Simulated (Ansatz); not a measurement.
System: sum formula AlH2Br, charge 0, multiplicity 1. SMILES: [AlH2][Br]
Coordinates optimised at B3LYP-D3(BJ)/def2-TZVP (Ansatz, a first-principles code):
```xyz
4

Al    -1.5565     0.0585    -0.0267
Br     0.7086    -0.0266     0.0121
H     -2.2306     1.4757    -0.0359
H     -2.3349    -1.3043    -0.0424
```
Charge 0, spin multiplicity 1.

Parts of the frozen-core correlation energy in def2-QZVPP (Ansatz, hartree). Frozen orbitals: 19; correlated occupied orbitals by spin: 6 and 6; virtual: 194 and 194. No spin-orbit coupling. Non-relativistic.

```json
[
 {"term": "reference (HF)", "value": "-2815.62183"},
 {"term": "MP2 opposite-spin", "value": "-0.21565"},
 {"term": "MP2 same-spin", "value": "-0.05024"},
 {"term": "CCSD correlation", "value": "-0.29411"},
 {"term": "(T)", "value": "-0.01082"},
 {"term": "T1 diagnostic", "value": "0.009"},
 {"term": "largest doubles amplitude", "value": "0.024"}
]
```
